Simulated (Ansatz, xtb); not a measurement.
## A geometry optimisation of AlFH4InN with r2SCAN-D4/def2-SVP

The starting geometry of this gas-phase singlet was built from a drawn formula by distance geometry and a force field; its bonds are those of `[F][Al]1[NH2+][InH2-]1`.

```xyz
8

Al   -1.2087    1.6430   -0.6385
F    -2.3318    2.6784    0.3277
In    0.8594   -0.0913   -0.4265
N    -0.8729    0.0778   -1.6843
H    -1.5368   -0.7205   -1.4826
H    -0.6840    0.2560   -2.6459
H     2.3741    0.2898   -1.4662
H     0.7657   -1.5635    0.5336
```

Question: Predict what becomes of its bonds when it is optimised with r2SCAN-D4/def2-SVP.

Answer: A bond breaks, leaving `[NH2][Al]([F])[InH2]`. Contacts that open: In3–N4 (2.15 → 3.96 Å).

The energy falls by 1.88 eV over 39 steps:

| step | E − E(last) (eV) |
| --- | --- |
| 1 | 1.882 |
| 5 | 0.461 |
| 9 | 0.420 |
| 14 | 0.208 |
| 18 | 0.031 |
| 22 | 0.005 |
| 26 | 0.003 |
| 31 | 0.000 |
| 35 | 0.000 |
| 39 | 0.000 |

Final geometry (Å):

```tsv
atom	x (Å)	y (Å)	z (Å)
Al	-0.9042	0.8566	-0.7805
F	-1.6031	2.1170	0.0761
In	1.4588	-0.0482	0.0018
N	-1.8507	0.2546	-2.1505
H	-2.7580	0.6238	-2.4245
H	-1.5863	-0.4979	-2.7785
H	2.9638	0.5881	-0.5979
H	1.6447	-1.3243	1.1713
```

From the same start GFN2-xTB reaches the same bonding as this run.

No frequencies were run, so the end isn't proven a minimum. Atoms past krypton carry core potentials, without spin–orbit terms. Run with Ansatz 0.2.0, 80 s on 1 thread of Intel(R) Xeon(R) 6975P-C (Granite Rapids) (shared host).
